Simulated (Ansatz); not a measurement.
Input for Ansatz (an electronic-structure program): U-B3LYP/cc-pVTZ on BBr2H (SMILES BrBBr), a point of a bond scan (R = 4.374 Å).

Ansatz 0.2 input:
```yaml
crystal:
  periodic: [false, false, false]
  atoms:
    - {symbol: B, position_ang: [-0.62320330, -0.38098068, -0.41274424]}
    - {symbol: H, position_ang: [-1.49972863, -0.91682382, -0.99326231]}
    - {symbol: Br, position_ang: [0.05503287, 3.89357820, -1.04502356]}
    - {symbol: Br, position_ang: [0.46019644, -1.39690240, 0.77499068]}
basis:
  gaussian:
    orbitals: cc-pVTZ
hamiltonian:
  xc: {name: B3LYP}
magnetization: {spin_polarized: true, initial_magnetization: 0}
```

It printed:

```
WARN ansatz: RAYON_NUM_THREADS=2 ignored (pool sized by the plan → 2); use --threads N
Functional definition: B3LYP
integrals: 0.08 GiB planned
813 factors; integrals over basis functions are off by at most 9.6e-4 eV
mean field: 0.99 GiB planned
mean field evaluation 1: about -140782.8421 eV, gradient 1.6e1 eV
mean field evaluation 2: about -140564.9301 eV, gradient 9.8e1 eV
mean field evaluation 4: about -140783.8482 eV, gradient 1.8e1 eV
mean field evaluation 8: about -140786.3899 eV, gradient 1.1e0 eV
mean field evaluation 16: about -140786.4163 eV, gradient 3.4e-3 eV
mean field evaluation 32: about -140786.9931 eV, gradient 1.2e-5 eV
mean field evaluation 64: about -140784.8298 eV, gradient 1.0e1 eV
mean field evaluation 96: about -140786.8240 eV, gradient 3.8e0 eV
mean field -140786.99308227 eV, -5173.8265669220 hartree, gradient 4.0e-6 eV, S^2 0.785448; 7 other end points of the search recorded, 0 dependent functions left out
reference -140786.99334233 eV, -5173.8265764790 hartree; 38, 38 occupied and 92, 92 virtual orbitals, 813 factors
Total energy: -140786.99334233 eV, -5173.8265764790 hartree
```

The calculation finished and met its thresholds. Its determinant has ⟨S²⟩ = 0.79, a mixture of spin states.

Cost: very roughly 26 core-seconds.
